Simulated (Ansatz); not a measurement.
Consider the ligand exchange at the Al–Cl bond: `C[O][Al]([Cl])[Cl]` + H–F → `C[O][Al]([F])[Cl]` + HCl.

Isolated molecules relaxed with PBE0-D4/def2-TZVP in Ansatz; ΔE leaves out vibrations. CCSD(T)/CBS is the MP2 limit (def2-TZVPP, def2-QZVPP) plus CCSD(T) − MP2 in def2-TZVPP, frozen cores. This one scheme is used for every species. One conformer a species, not always the lowest.

```json
{"species": "`C[O][Al]([Cl])[Cl]`", "CCSD/CBS(def2) energy (Eh)": "-1276.75565"}
{"species": "H–F", "CCSD/CBS(def2) energy (Eh)": "-100.38944"}
{"species": "`C[O][Al]([F])[Cl]`", "CCSD/CBS(def2) energy (Eh)": "-916.77930"}
{"species": "HCl", "CCSD/CBS(def2) energy (Eh)": "-460.37334"}
```

Work out ΔE.

ΔE = (-916.77930) + (-460.37334) − (-1276.75565) − (-100.38944) = -0.00755 Eh = -19.8 kJ/mol. CCSD(T)/CBS gives -18.3 kJ/mol.

Largest T1 diagnostic among the species: 0.011.

From BLYP to BHLYP (50 % exact exchange), in def2-TZVPP and without D4, ΔE moves by +5.4 kJ/mol. The D4 term adds +4.5 kJ/mol with B3LYP and +2.5 kJ/mol with PBE0; it sums over pairs of atoms, weighted by their polarisabilities, and B3LYP, whose exchange is more repulsive, gets the larger term. At CCSD(T), def2-SVP lies −6.8 kJ/mol from the extrapolated value and def2-TZVPP −3.1 kJ/mol.

B3LYP here is the variant with VWN-RPA as its local correlation; programs differ in this.
